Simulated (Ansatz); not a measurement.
`FC[SiH]([SiH3])S`, charge 0, multiplicity 1.

(1) Give a relaxed structure at PBE0-D4/def2-TZVP (Ansatz). (Best estimate.)

Answers

(1) Ansatz gave: 
```xyz
12

F     0.403    1.983   -1.534
C    -0.236    1.812   -0.310
Si    0.408    0.228    0.517
Si    0.069   -1.637   -0.852
S    -0.776    0.070    2.303
H    -1.314    1.752   -0.488
H    -0.039    2.696    0.305
H     1.851    0.403    0.840
H     0.321   -2.868   -0.053
H    -1.341   -1.651   -1.322
H     0.984   -1.630   -2.024
H    -0.330   -1.157    2.619
```
This is one stationary point; other conformers may exist.
